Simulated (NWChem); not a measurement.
System: C$_{4}$H$_{4}$OS; SMILES C=C1CC(=O)S1

```xyz
10

C      0.3311    -2.3773     0.0000
C      0.2318    -1.0515     0.0000
C      1.2611     0.0543     0.0000
C      0.2225     1.1618     0.0000
O      0.2788     2.3456     0.0000
S     -1.1929     0.0131     0.0000
H      1.3147    -2.8537     0.0000
H     -0.5494    -3.0228     0.0000
H      1.9060     0.0886    -0.8941
H      1.9060     0.0886     0.8941
```
Atoms are numbered in this order, from 1.

Results from NWChem. Pople sets run with spherical d functions. Coordinates come from a PBE0/def2-SVP optimisation.

Taking Hartree-Fock/6-311G** as the yardstick, which of these has the fewest basis functions while keeping “highest occupied level (eV)” within 0.2 eV of it: Hartree-Fock/6-31G*; Hartree-Fock/6-31+G*; Hartree-Fock/3-21G; Hartree-Fock/STO-3G?

Hartree-Fock/3-21G.
```csv
level,basis functions,highest occupied level (eV)
Hartree-Fock/STO-3G,38,-6.78
Hartree-Fock/3-21G,66,-9.34
Hartree-Fock/6-31G*,96,-9.28
Hartree-Fock/6-31+G*,120,-9.42
Hartree-Fock/6-311G**,140,-9.36
```

The yardstick is one finite set, not the basis-set limit.
